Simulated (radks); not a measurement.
Values are calculated unless marked as measured or tabulated.
Question: These are the eigenvalues of the occupied orbitals of an atom or ion with whole-number occupations (Ry). Level of theory: scalar-relativistic Kohn-Sham, BLYP, spin-polarised, spherical densities, point nucleus (a radial shooting solver on a logarithmic mesh with Libxc functionals).

orbital  eigenvalue
1s up     -48.11748
2s up      -5.74857
2s down    -5.25665
2p up      -4.78835
3p up      -1.20450

Which element is it, and in what charge state? The configuration may be excited. Open shells, if any, are filled with parallel spins first.

Answer: Z = 8, oxygen, charge +2: O2+ in 1s1 2s2 2p2 3p1. The list shows which subshells hold electrons but not how many an open one holds; the 1s level, -24.059 hartree, gives Z - s = 6.9 by -(Z - s)^2/2, which with screening and relativity narrows Z to a few neighbours, and the depths of the outer levels then fix element, charge and occupations together.
